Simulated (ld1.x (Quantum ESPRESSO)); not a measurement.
Mo, TM semilocal: configuration errors across variants

molybdenum (Mo), norm-conserving Troullier–Martins (semilocal form), made with ld1.x (Quantum ESPRESSO) 7.5 (LDA (PZ), scalar-relativistic). Core [Kr], reference 4d3 5s0 5p0 (charge +3). Waves: 5s (bound, empty): rc 2.65 bohr; 5p (bound, empty): rc 2.75 bohr; 4d (bound): rc 2.25 bohr. Local part: the d channel. Core correction: Bessel-smoothed model core inside 2.35 bohr.

All-electron excitation energies from the reference (eV): (1) 4d5 5s1 5p0 -49.850; (2) 4d5 5s0 5p0 -42.664; (3) 4d4 5s0 5p0 -26.961; (4) 4d2 5s0 5p0 39.697; (5) 4d5 5s0.5 5p0 -46.986; (6) 4d4 5s1 5p1 -46.090; (7) 4d4 5s1 5p0 -41.588; (8) 4d3 5s0 5p0 spin -1.574; (9) 4d5 5s1 5p0 spin -53.774.

Spin tests fill each open shell by Hund’s rule, majority spin first.

A semilocal file is local in each channel, so a ghost entry of none says nothing of the separable form that plane-wave codes build from it.

Errors AE − PS in meV (a dash: test not solved or not reliable):

| change | (1) | (2) | (3) | (4) | (5) | (6) | (7) | (8) | (9) | bound ghosts |
| --- | --- | --- | --- | --- | --- | --- | --- | --- | --- | --- |
| base | -251 | -367 | -127 | -191 | -306 | -17 | -84 | +549 | +564 | none |
| all radii but the core radius scaled by about 0.76 (s 2.00, p 2.08, d 1.70 bohr) | -197 | -357 | -128 | -208 | -274 | +78 | -60 | +535 | +584 | none |
| all radii but the core radius scaled by about 0.87 (s 2.30, p 2.40, d 1.96 bohr) | -236 | -360 | -128 | -205 | -295 | -2.8 | -81 | +540 | +559 | none |
| all radii but the core radius scaled by about 0.95 (s 2.52, p 2.60, d 2.14 bohr) | -245 | -364 | -128 | -197 | -301 | -13 | -83 | +546 | +562 | none |
| all radii but the core radius scaled by about 1.10 (s 2.92, p 3.04, d 2.48 bohr) | -270 | -371 | -124 | -169 | -319 | -28 | -93 | +553 | +564 | none |
| all radii but the core radius scaled by about 1.22 (s 3.22, p 3.34, d 2.74 bohr) | -298 | -369 | -113 | -128 | -336 | -47 | -112 | +555 | +559 | none |
| all radii but the core radius scaled by about 1.30 (s 3.44, p 3.58, d 2.92 bohr) | -315 | -359 | -103 | -98 | -345 | -64 | -132 | +554 | +554 | none |
| all radii but the core radius scaled by about 1.40 (s 3.70, p 3.84, d 3.14 bohr) | -335 | -328 | -80 | -39 | -346 | -89 | -158 | +550 | +556 | none |

Give the same row for: all radii but the core radius scaled by about 1.05 (s 2.78, p 2.88, d 2.36 bohr).

-259, -369, -126, -182, -312, -22, -88, +551, +564; bound ghosts: none.
